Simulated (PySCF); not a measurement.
C2H7NOSi2, SMILES N#CO[SiH2][SiH2]C. Geometry optimised at PBE0-D3(BJ)/def2-SVP. The structure was generated by enumeration, and PubChem lists no compound with its InChIKey, so it may never have been made. One conformer was computed; it need not be the lowest.

Computed equilibrium geometry at PBE0-D3(BJ)/def2-SVP (PySCF confirms it by a frequency run) as Cartesian coordinates in Å (one conformer of several):
```xyz
13

C     -2.9861    -0.5287     0.6436
Si    -1.3147     0.3368     0.6929
Si     0.0511    -0.5137    -1.0190
O      1.6014     0.2655    -0.9766
C      2.3289     0.3871     0.0654
N      3.0022     0.5126     1.0046
H     -2.8741    -1.6127     0.7961
H     -3.4924    -0.3628    -0.3192
H     -3.6361    -0.1384     1.4416
H     -0.6141     0.1072     1.9919
H     -1.4537     1.8079     0.4672
H     -0.4246    -0.2076    -2.3944
H      0.3025    -1.9801    -0.8916
```
